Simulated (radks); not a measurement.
Q: All-electron atom: Zn in [Ar] 3d9 4s1 4p2 (not the ground configuration). All-electron calculation, Dirac Kohn-Sham, BLYP, spin-unpolarised, spherical densities, finite nucleus; open shells fill j = l - 1/2 first; Fermi nuclear charge, rms radius 3.9283 fm. Program: a radial shooting solver on a logarithmic mesh with Libxc functionals. Some entries of the table are withheld. Estimate them.

| orbital | occ. | eigenvalue (hartree) | <r^2> (bohr^2) |
|---|---|---|---|
| 1s1/2 | 2 | -350.4624 | 0.003405 |
| 2s1/2 | 2 | -42.98064 | 0.06032 |
| 2p1/2 | 2 | (1) | 0.04717 |
| 2p3/2 | 4 | (2) | 0.04870 |
| 3s1/2 | 2 | (3) | 0.5303 |
| 3p1/2 | 2 | -3.51934 | 0.5782 |
| 3p3/2 | 4 | -3.40463 | 0.5955 |
| 3d3/2 | 4 | (4) | (5) |
| 3d5/2 | 5 | (6) | (7) |
| 4s1/2 | 1 | -0.35176 | 6.394 |
| 4p1/2 | 2 | (8) | 12.64 |
| 4p3/2 | 0 | (9) | 13.10 |

A: 
(1) 2p1/2 eigenvalue (hartree): -37.90756
(2) 2p3/2 eigenvalue (hartree): -37.02975
(3) 3s1/2 eigenvalue (hartree): -5.12873
(4) 3d3/2 eigenvalue (hartree): -0.73332
(5) 3d3/2 <r^2> (bohr^2): 0.9210
(6) 3d5/2 eigenvalue (hartree): -0.71905
(7) 3d5/2 <r^2> (bohr^2): 0.9346
(8) 4p1/2 eigenvalue (hartree): -0.11951
(9) 4p3/2 eigenvalue (hartree): -0.11497
